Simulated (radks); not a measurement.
Problem. Species: I XXI. Configuration: [Ar] 3d10 4s2 4p3. All-electron calculation, non-relativistic Kohn-Sham, LDA (Slater exchange, Perdew-Wang correlation), spin-unpolarised, spherical densities, point nucleus; relativity is left out, which matters for an element this heavy. Program: a radial shooting solver on a logarithmic mesh with Libxc functionals. Some entries of the table are withheld. Estimate them.

orbital,occ.,eigenvalue (hartree),r(max) (bohr)
1s,2,(1),(2)
2s,2,-195.7065,0.1050
2p,6,-185.3151,0.08198
3s,2,(3),0.2974
3p,6,-50.44041,0.2835
3d,10,(4),(5)
4s,2,(6),0.6649
4p,3,-21.50348,0.6712

Solution. 
(1) 1s eigenvalue (hartree): -1182.689
(2) 1s r(max) (bohr): 0.01901
(3) 3s eigenvalue (hartree): -54.80323
(4) 3d eigenvalue (hartree): -42.37763
(5) 3d r(max) (bohr): 0.2295
(6) 4s eigenvalue (hartree): -23.18941
